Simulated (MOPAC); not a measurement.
MOPAC input (PM7):

```
PM7 FORCE THERMO(298,298) PRECISE LET GEO-OK AUX(PRECISION=9) THREADS=1
H3B

B     0.00000387 1    0.00000045 1    0.00000083 1
H    -1.12886129 1   -0.10379788 1   -0.28163900 1
H     0.42118607 1   -0.55387596 1    0.93820139 1
H     0.70766254 1    0.65767236 1   -0.65656510 1
```

Output:

```
 *******************************************************************************
 **                                                                           **
 **                              MOPAC v23.2.5                                **
 **                                                                           **
 *******************************************************************************
 ** MOPAC's Digital Object Identifier: https://doi.org/10.5281/zenodo.6511958 **
 **                                                                           **
 ** Please cite the open-source release paper for use of this MOPAC version:  **
 ** J. E. Moussa and J. J. P. Stewart (2026)                                  **
 ** MOPAC: An open-source semiempirical molecular orbital program             **
 ** J. Open Source Softw., 11(119), 8025, https://doi.org/10.21105/joss.08025 **
 *******************************************************************************

                              PM7 CALCULATION RESULTS

 *******************************************************************************
 *  PM7        - The PM7 Hamiltonian to be used
 *  GEO-OK     - OVERRIDE INTERATOMIC DISTANCE AND OTHER SAFETY CHECKS
 *  LET        - OVERRIDE SOME SAFETY CHECKS
 *  PRECISE    - TIGHTER CRITERIA TO BE USED
 *  FORCE      - FORCE CALCULATION SPECIFIED
 *  AUX        - OUTPUT AUXILIARY INFORMATION
 *  THERMO     - THERMODYNAMIC QUANTITIES TO BE CALCULATED
 *******************************************************************************
PM7 FORCE THERMO(298,298) PRECISE LET GEO-OK AUX(PRECISION=9) THREADS=1
 H3B

   ATOM   CHEMICAL          X               Y               Z
  NUMBER   SYMBOL      (ANGSTROMS)     (ANGSTROMS)     (ANGSTROMS)

     1       B          0.00000387  *   0.00000045  *   0.00000083  *
     2       H         -1.12886129  *  -0.10379788  *  -0.28163900  *
     3       H          0.42118607  *  -0.55387596  *   0.93820139  *
     4       H          0.70766254  *   0.65767236  *  -0.65656510  *

          CARTESIAN COORDINATES

    NO.       ATOM           X           Y           Z

     1         B          0.0000      0.0000      0.0000
     2         H         -1.1289     -0.1038     -0.2816
     3         H          0.4212     -0.5539      0.9382
     4         H          0.7077      0.6577     -0.6566

 General Reference for PM7:
 "Optimization of Parameters for Semiempirical Methods VI: More Modifications to the
 NDDO Approximations and Re-optimization of Parameters", J. J. P. Stewart, J. Mol. Mod., 1:32, 19 (2013)
 https://link.springer.com/article/10.1007/s00894-012-1667-x

           Empirical Formula: H3 B  =     4 atoms

      MOLECULAR POINT GROUP   :   D3h

      RHF CALCULATION, NO. OF DOUBLY OCCUPIED LEVELS = 3

          HEAT OF FORMATION =      23.540890 KCALS/MOLE

          CARTESIAN COORDINATE DERIVATIVES

   NUMBER  ATOM         X            Y            Z

     1       B     -0.009190    -0.000382     0.000000
     2       H      0.005783     0.000008     0.000000
     3       H      0.001600    -0.002431     0.000000
     4       H      0.001807     0.002804     0.000000

 DIPOLE           X         Y         Z       TOTAL
 POINT-CHG.     0.000     0.000    -0.000     0.000
 HYBRID        -0.000    -0.000     0.000     0.000
 SUM            0.000     0.000    -0.000     0.000

          GRADIENT NORM =   0.01173

          MOLECULAR WEIGHT =   13.83

          ROTATIONAL CONSTANTS IN CM(-1)

          A =    8.17233702   B =    8.17226049   C =    4.08614938

           PRINCIPAL MOMENTS OF INERTIA IN UNITS OF 10**(-40)*GRAM-CM**2

          A =        3.4253   B =        3.4253   C =        6.8506

          ORIENTATION OF MOLECULE IN FORCE CALCULATION

    NO.       ATOM         X         Y         Z

     1          B      -0.0000   -0.0000    0.0000
     2          H       1.1681   -0.0000    0.0000
     3          H      -0.5840    1.0116    0.0000
     4          H      -0.5840   -1.0116   -0.0000

    FIRST DERIVATIVES WILL BE USED IN THE CALCULATION OF SECOND DERIVATIVES

    FOR POINT-GROUP D3h  THERE ARE  12 UNIQUE SYMMETRY FUNCTIONS.


(To convert to Hartree/Bohr^2, multiply by (10^(-21) x N x a0^2)/(4.184 x 627.51) =  0.0642)

           FORCE MATRIX IN MILLIDYNES/ANGSTROM

                  B  1       H  2       H  3       H  4
 ------------------------------------------------------
     B    1   8.589077
     H    2   3.686713   3.898491
     H    3   3.686783   0.235400   3.898491
     H    4   3.686806   0.235400   0.235400   3.898491

          HEAT OF FORMATION =      23.540890 KCALS/MOLE

          ZERO POINT ENERGY      15.260 KCAL/MOL

           NORMAL COORDINATE ANALYSIS (Total motion = 1 Angstrom)

   Root No.       1         2         3         4         5         6

                 1 A2"     1 E'      1 E'      1 A1'     2 E'      2 E'

                 711.8     984.2     984.2    2611.3    2691.6    2691.6

           1    0.0000   -0.0176   -0.0576   -0.0000   -0.0638   -0.0165
           2    0.0000   -0.0584    0.0174   -0.0000    0.0164   -0.0641
           3   -0.0853   -0.0000   -0.0000    0.0000   -0.0000   -0.0000
           4   -0.0000   -0.0140   -0.0457    0.3333    0.4668    0.1206
           5   -0.0000    0.4638   -0.1382   -0.0000    0.0028   -0.0109
           6    0.3049    0.0000   -0.0000    0.0000    0.0000   -0.0000
           7   -0.0000    0.3225    0.2658   -0.1667    0.1618   -0.1798
           8   -0.0000    0.1480    0.1936    0.2887   -0.2961    0.2957
           9    0.3049    0.0000    0.0000    0.0000   -0.0000    0.0000
          10   -0.0000   -0.1193    0.3975   -0.1667    0.0554    0.2359
          11   -0.0000    0.0145   -0.2420   -0.2887    0.1175    0.4026
          12    0.3049    0.0000    0.0000   -0.0000    0.0000    0.0000

           MASS-WEIGHTED COORDINATE ANALYSIS (NORMAL COORDINATES)

   Root No.       1         2         3         4         5         6

                 1 A2"     1 E'      1 E'      1 A1'     2 E'      2 E'

                 711.8     984.2     984.2    2611.3    2691.6    2691.6

           1    0.0000   -0.0920   -0.3040   -0.0000   -0.3321   -0.0858
           2    0.0000   -0.3040    0.0920   -0.0000    0.0858   -0.3321
           3   -0.4675   -0.0000   -0.0000    0.0000   -0.0000   -0.0000
           4   -0.0000   -0.0223   -0.0736    0.5774    0.7423    0.1919
           5   -0.0000    0.7373   -0.2232   -0.0000    0.0045   -0.0172
           6    0.5104    0.0000   -0.0000    0.0000    0.0000   -0.0000
           7   -0.0000    0.5130    0.4283   -0.2887    0.2577   -0.2843
           8   -0.0000    0.2354    0.3121    0.5000   -0.4717    0.4675
           9    0.5104    0.0000    0.0000    0.0000   -0.0000    0.0000
          10   -0.0000   -0.1893    0.6409   -0.2887    0.0877    0.3735
          11   -0.0000    0.0228   -0.3902   -0.5000    0.1861    0.6375
          12    0.5104    0.0000    0.0000   -0.0000    0.0000    0.0000

          DESCRIPTION OF VIBRATIONS

 VIBRATION          1    1A2"        ATOM PAIR     ENERGY CONTRIBUTION    RADIAL
 FREQUENCY           711.80         B 1 -- H 4         +33.3% ( 47.9%)      0.0%
 TRANSITION DIPOLE   1.0529         B 1 -- H 3         +33.3% ( 47.9%)      0.0%
 TRAVEL (Ang.)       0.3623         B 1 -- H 2         +33.3% ( 47.9%)      0.0%
 REDUCED MASS        0.7216
 EFFECTIVE MASS      2.2595
 FORCE CONSTANT      0.2154

 VIBRATION          3    1E'         ATOM PAIR     ENERGY CONTRIBUTION    RADIAL
 FREQUENCY           984.17         B 1 -- H 4         +58.8% ( 72.4%)      0.3%
 TRANSITION DIPOLE   0.5241         B 1 -- H 3         +31.5% ( 53.0%)      5.3%
 TRAVEL (Ang.)       0.3658         B 1 -- H 2          +9.7% ( 29.4%)     34.8%
 REDUCED MASS        0.5121
 EFFECTIVE MASS      1.9869
 FORCE CONSTANT      0.2923

 VIBRATION          4    1A1'        ATOM PAIR     ENERGY CONTRIBUTION    RADIAL
 FREQUENCY          2611.31         B 1 -- H 2         +33.3% ( 56.5%)    100.0%
 TRANSITION DIPOLE   0.0000         B 1 -- H 3         +33.3% ( 56.5%)    100.0%
 TRAVEL (Ang.)       0.2772         B 1 -- H 4         +33.3% ( 56.5%)    100.0%
 REDUCED MASS        0.3360
 EFFECTIVE MASS      1.0079
 FORCE CONSTANT      1.3498

 VIBRATION          6    2E'         ATOM PAIR     ENERGY CONTRIBUTION    RADIAL
 FREQUENCY          2691.64         B 1 -- H 4         +60.7% ( 79.7%)     99.3%
 TRANSITION DIPOLE   0.3588         B 1 -- H 3         +33.9% ( 59.6%)     92.3%
 TRAVEL (Ang.)       0.2150         B 1 -- H 2          +5.4% ( 23.9%)     43.7%
 REDUCED MASS        0.5418
 EFFECTIVE MASS      1.6281
 FORCE CONSTANT      2.3125

      SYMMETRY NUMBER FOR POINT-GROUP D3h =  6

          SYSTEM IS A GROUND STATE

 H3B

          MOLECULE IS NOT LINEAR

          THERE ARE  6 GENUINE VIBRATIONS IN THIS SYSTEM
          THIS THERMODYNAMICS CALCULATION IS LIMITED TO
          MOLECULES WHICH HAVE NO INTERNAL ROTATIONS

                    CALCULATED THERMODYNAMIC PROPERTIES
                                          *
   TEMP. (K)   PARTITION FUNCTION   H.O.F.    ENTHALPY  HEAT CAPACITY ENTROPY
                                   KCAL/MOL   CAL/MOLE    CAL/K/MOL  CAL/K/MOL

 298.00  VIB.     0.1051D+01                   116.7435     1.5973     0.4912
         ROT.     0.5330D+02                   888.2803     2.9808    10.8819
         INT.     0.5604D+02                  1005.0238     4.5781    11.3732
         TRA.     0.4974D+26                  1480.4672     4.9680    33.8195
         TOT.                       23.541    2485.4910     9.5462    45.1927

   *: NOTE: HEATS OF FORMATION ARE RELATIVE TO THE
            ELEMENTS IN THEIR STANDARD STATE AT 298K
              (=  Standard Enthalpy of Formation).

            Hvib:  Zero-point energy is not included.
                   frequencies of less than zero cm-1 are not included.
            Hrot = (3/2)RT
            Htra = (3/2)RT + pV = (5/2)RT

            Heat capacity is Cp, not Cv

          For more information, see: HTTP://OpenMOPAC.net/Manual/thermochemistry.html

           FORCE CONSTANT IN CARTESIAN COORDINATES (Millidynes/A)

    ATOM   CHEMICAL       X               Y               Z
   NUMBER   SYMBOL  FORCE CONSTANT  FORCE CONSTANT  FORCE CONSTANT

      1       B        6.052812        6.052812        0.705329
      2       H        3.882482        0.342629        0.077858
      3       H        1.227626        2.997485        0.077858
      4       H        1.227559        2.997553        0.077858

 **********************
 *                    *
 * JOB ENDED NORMALLY *
 *                    *
 **********************

 == MOPAC DONE ==
```
